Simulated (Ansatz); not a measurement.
Harmonic frequencies (cm⁻¹) at PBE0-D4/def2-TZVP from Ansatz: 151, 194, 276, 359, 403, 430, 580, 613, 616, 684, 741, 857, 920, 940, 1939, 2122, 3609, 3896.

Each molecule was computed in one conformer, which needn't be the lowest.

(1) Which molecule is it?
A. `[OH][GeH]1[NH][AlH]1`
B. `[NH2][GeH]1[O][AlH]1`
C. `[NH2][Al]1[O][GeH2]1`
D. `B[NH][AlH][Cl]`

## Answers

(1) A.
